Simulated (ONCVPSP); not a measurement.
## Configuration tests for Ga (Z = 31) (ONCV)

Ga (Z = 31), optimised norm-conserving Vanderbilt (ONCV), made with ONCVPSP 4.0.1 (PBEsol, scalar-relativistic). Core [Ne] 3s2, reference 3p6 3d10 4s1.5 4p1.5. Waves: 4s: rc 1.80 bohr, ncon 3, nbas 6, qcut 3.9 1/bohr, 2 projectors, debl 2.8 Ha; 3p+4p: rc 1.25 bohr, ncon 3, nbas 6, qcut 14 1/bohr, 2 projectors; 3d: rc 1.30 bohr, ncon 5, nbas 8, qcut 13.8 1/bohr, 2 projectors, debl 2.6 Ha. Local part: polynomial inside 0.85 bohr (lpopt 5, dvloc0 0 Ha). Core correction: Teter function, fcfact 2.25, rcfact 1.25.

Energies are relative to the spin-unpolarised reference configuration 3p6 3d10 4s1.5 4p1.5; without spin polarisation the order of configurations can differ from experiment. Not all tests gave a result: 1 of 4 tests not solved or not reliable.

```tsv
valence configuration	charge	ΔE all-electron (eV)	error AE − PS (meV)
3p6 3d10 4s2 4p1	0	-3.237	-1.2
3p6 3d10 4s2 4p0	+1	2.443	-2.4
3p6 3d10 4s1 4p0	+2	23.580	-1.5
```

Note: ghosts flagged at negative energy: s at -94.7 eV; no localised positive-energy state flagged. A true bound ghost makes a file unfit for plane-wave use.
